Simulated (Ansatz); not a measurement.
Input file for Ansatz (a first-principles code): R-PBE0/def2-TZVPPD on N2 (SMILES N#N). Files ending in .json are basis or fitting sets from the Basis Set Exchange.

Ansatz 0.2 input:
```yaml
crystal:
  periodic: [false, false, false]
  atoms:
    - {symbol: N, position_ang: [-0.12964581, -0.07643771, 3.27836890]}
    - {symbol: N, position_ang: [-0.11346539, -0.01472681, 4.36677019]}
basis:
  gaussian:
    orbitals: def2-TZVPPD.json
hamiltonian:
  xc: {name: PBE0}
scf: {lower_state_search: off}
```

Question: What total energy does the run end on?

Answer: -109.4468 hartree.
